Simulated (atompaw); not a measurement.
What one change does to a pseudopotential (iridium (Ir), PAW (atompaw))

atompaw 4.2.0.5 input, output lines left out:

```
Ir 77
GGA-PBE scalarrelativistic loggrid 2001 logderivrange -3 5 201
6 6 5 4 0 0
6 1 0
5 2 7
0 0 0
c
c
c
c
c
v
c
c
c
c
v
c
c
v
c
2
3.00 2.55 2.05 1.85
y
2.25
n
y
3
n
y
2.05
n
custom polynom2 7 10 vanderbiltortho sinc
bessel
2.85
2.85
3.00
3.00
3.00
1.80
```

Change: wave 6s channel at 2.25 Ry: rc 2.85 bohr becomes 6s channel at 2.25 Ry: rc 1.86 bohr.

Cutoffs: the cutoffs (Ry, on a coarse ladder) from which the occupation-weighted sum of valence levels, in a spherical-Bessel basis at the reference potential, stays within 10 and 1 mRy of its value at 400 Ry; they do not see the model core or the augmentation charge, which bear on the density cutoff.

What does the change do?

The potential gets neither clearly harder nor softer (21 Ry and 50 Ry → 21 Ry and 50 Ry); a bound ghost appears in s, which as a rule spoils a file; the range in which the s phases agree widens (upper end 3.0 → at the end of the scan).

| quantity | base | changed |
| --- | --- | --- |
| cutoff, loose | 21 Ry | 21 Ry |
| cutoff, tight | 50 Ry | 50 Ry |
| bound ghosts | none | s |
| s: phases at 3.00 bohr within 0.05 rad from the reference energy up to (Ry; the scan ends near 5) | 3.0 | to the end of the scan |
| p: phases at 3.00 bohr within 0.05 rad from the reference energy up to (Ry; the scan ends near 5) | 4.3 | 4.3 |
| d: phases at 3.00 bohr within 0.05 rad from the reference energy up to (Ry; the scan ends near 5) | to the end of the scan | to the end of the scan |
| lowest overlap eigenvalue by channel | s 0.79, p 0.86, d 1.00 | s 0.06, p 0.86, d 1.00 |

 A true bound ghost makes a file unfit for plane-wave use even where its test errors are small: the radial tests pick states by their node count and pass the ghost by. The cutoffs see the waves, projectors and local potential, not the compensation charge or the core.
